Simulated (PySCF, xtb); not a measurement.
C₃H₆O₃, SMILES COC(=O)OC (connectivity only; charge and spin as stated), charge +1, multiplicity 2.

Harmonic wavenumbers (cm⁻¹) from GFN2-xTB (xtb 6.7.1) at its own minimum, in rising order: 114, 127, 128, 206, 232, 304, 470, 648, 684, 871, 881, 978, 1011, 1035, 1077, 1092, 1156, 1234, 1242, 1300, 1315, 1351, 1352, 1734, 2759, 2762, 2869, 2884, 2933, 2935.

Question: What does PySCF 2.14.0 with B3LYP-D3(BJ)/def2-SVP give at its own minimum? (An estimate is asked for; the answer gives what the named calculation found.)

Answer: 93, 95, 119, 127, 164, 252, 434, 475, 738, 850, 868, 1135, 1146, 1151, 1182, 1203, 1390, 1403, 1447, 1449, 1460, 1461, 1484, 1536, 3078, 3078, 3200, 3200, 3231, 3231. Paired by order, the mean absolute difference is 147 cm⁻¹ and the zero-point energies are 53.9 and 58.2 kcal/mol.
